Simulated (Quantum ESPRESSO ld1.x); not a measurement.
Question: All-electron atom: Sb18+ in [Ar] 3d10 4s2 4p3 (the NIST ground configuration). Method: scalar-relativistic Kohn-Sham, LDA (Slater exchange, Perdew-Zunger correlation), spin-polarised, spherical densities, point nucleus; open shells are filled with parallel spins first; computed with ld1.x of Quantum ESPRESSO 7.5. Some entries of the table are withheld. Estimate them.

| orbital | occ. | eigenvalue (hartree) | r(max) (bohr) |
|---|---|---|---|
| 1s up | 1 | -1130.38 | 0.01837 |
| 1s down | 1 | -1130.33 | 0.01837 |
| 2s up | 1 | -187.067 | 0.1037 |
| 2s down | 1 | -187.034 | 0.1037 |
| 2p up | 3 | -169.897 | 0.08302 |
| 2p down | 3 | -169.852 | 0.08303 |
| 3s up | 1 | -50.1054 | 0.2988 |
| 3s down | 1 | -50.0500 | 0.2988 |
| 3p up | 3 | -44.5010 | (1) |
| 3p down | 3 | -44.4404 | (2) |
| 3d up | 5 | -36.0117 | 0.2414 |
| 3d down | 5 | -35.9534 | 0.2413 |
| 4s up | 1 | -20.4453 | 0.6829 |
| 4s down | 1 | -20.1840 | 0.6816 |
| 4p up | 3 | -18.4840 | 0.7047 |
| 4p down | 0 | -18.2245 | 0.7036 |

Answer: 
(1) 3p up r(max) (bohr): 0.2917
(2) 3p down r(max) (bohr): 0.2918
